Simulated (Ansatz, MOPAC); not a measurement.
Process, species as SMILES: [SiH2]=[GeH] (GeSiH3) -> [SiH]=[GeH2] (GeSiH3)

Wanted: isomerisation energy (enthalpy at 298 K), in kcal/mol. Terms: no dispersion term unless named; six Cartesian d functions in 6-31G* and its kin unless marked 5d; open shells spin-unrestricted; spin-orbit terms left out; frozen cores in correlated levels (noble-gas shells and the d and f shells of earlier blocks); non-relativistic. First-principles rows: single points at B3LYP-D3(BJ) geometries (Ansatz, a program for electronic structure), with unscaled harmonic terms from B3LYP/6-31G* (LANL2DZ past Ar) (Ansatz) at its own minima. Semi-empirical rows: MOPAC heats of formation at their own minima for 298 K. A UHF reference is markedly spin-contaminated in at least one set, which strains HF and MP2.

```tsv
species	coefficient	E at MP2/6-31G* (Ansatz), Eh	E at wB97M-V/def2-TZVPD (Ansatz), Eh	H(298 K) - E, kcal/mol	heat of formation at PM3 (MOPAC), kcal/mol
[SiH2]=[GeH] (GeSiH3)	-1	-2365.80950	-2368.08105	16.54	65.18
[SiH]=[GeH2] (GeSiH3)	+1	-2365.79181	-2368.06842	16.32	89.64
```

 1 Eh = 627.5095 kcal/mol.

Task: Work the quantity out at each level.

Result: 
- MP2/6-31G*: the sum of coefficient times E is 0.01769 Eh, or 11.10 kcal/mol; the thermal terms add -0.22. Result: 10.9 kcal/mol.
- wB97M-V/def2-TZVPD: the sum of coefficient times E is 0.01263 Eh, or 7.93 kcal/mol; the thermal terms add -0.22. Result: 7.7 kcal/mol.
- PM3: the sum of coefficient times heat of formation is 24.46 kcal/mol; it needs no thermal term.
